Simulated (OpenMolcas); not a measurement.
**Be I: effect of the active space**

```yaml
Program: OpenMolcas
Method: CASSCF or its RAS form
Basis: ANO-RCC-VQZP
Scalar_Hamiltonian: DKH2, point nucleus
Spin-orbit_coupling: RASSI with atomic mean-field integrals over the reference wave functions, term energies averaged over their components
```

A. 2 electrons in 4 orbitals (2s 2p); 2S+1 = 3 even, 3 roots; 2S+1 = 1 even, 6 roots; 2S+1 = 3 odd, 3 roots; 2S+1 = 1 odd, 3 roots; cost about 16 core-seconds
B. 2 electrons in 8 orbitals (2s 2p 3s 3p); 2S+1 = 3 even, 3 roots; 2S+1 = 1 even, 6 roots; 2S+1 = 3 odd, 3 roots; 2S+1 = 1 odd, 3 roots; cost of the order of 21 core-seconds
C. 2 electrons in 9 orbitals (RAS2 2s 2p; RAS3 3d, at most 2 electrons); 2S+1 = 3 even, 3 roots; 2S+1 = 1 even, 6 roots; 2S+1 = 3 odd, 3 roots; 2S+1 = 1 odd, 3 roots; cost about 24 core-seconds

Energies in eV above 2s² ¹S₀, the measured ground level; measured values from NIST Handbook of Basic Atomic Spectroscopic Data.

| Level | A | B | C | Measured |
| --- | --- | --- | --- | --- |
| 2s² ¹S₀ | 0.0000 | 0.0000 | 0.0000 | 0.0000 |
| 2s 2p ³P°₀ | 2.7200 | 2.8357 | 2.6330 | 2.7250 |
| 2s 2p ³P°₁ | 2.7201 | 2.8358 | 2.6332 | 2.7250 |
| 2s 2p ³P°₂ | 2.7204 | 2.8361 | 2.6334 | 2.7253 |
| 2s 2p ¹P°₁ | 6.0905 | 6.1397 | 5.5525 | 5.2774 |
| 2p² ³P₀ | 7.4939 | 7.5649 | 7.3969 | 7.4011 |
| 2p² ³P₁ | 7.4941 | 7.5650 | 7.3970 | 7.4012 |
| 2p² ³P₂ | 7.4943 | 7.5653 | 7.3972 | 7.4015 |

Deviations, from unrounded energies. A percentage is the sum of absolute deviations over the sum of measured energies, with the sign that they share, or ± where signs differ.

| Against measurement | Levels | A | B | C |
| --- | --- | --- | --- | --- |
| mean absolute deviation (cm-1) | 7 | 1300 | 1900 | 650 |
| other configurations (%) | 7 | ±3.1 | +4.7 | ±1.6 |

C lies closest to measurement on these levels and B furthest from it. The largest miss of C in the table is 2s 2p ¹P°₁, by +2200 cm-1. The ranking rests on the paired levels alone, and a cruder setting can come out closer through cancelling errors.

Among A to C the level of the table that moves most is 2s 2p ¹P°₁, by 4700 cm-1 (lowest in C, highest in B).

Without dynamic correlation excited terms often stand tens of per cent too high (terms of higher spin than the ground term too low), and those without a measured partner can miss by more than the paired ones. Active for correlation alone: 3p 3s; no level in the range computed is led by a configuration that fills them, so any true level of that kind is missing (holds for B). Active for correlation alone: 3d; no level in the range computed is led by a configuration that fills it, so any true level of that kind is missing (holds for C). Measured partners are found by configuration, term and J. A level has none where our copy of the source lacks it or the pairing is in doubt (some pairs that miss far off the trend of their configuration count as doubtful), and it then counts in no deviation. Only configurations of the active space appear. Levels that lie high or do not pair safely by name in every column are left out.

° marks odd parity.
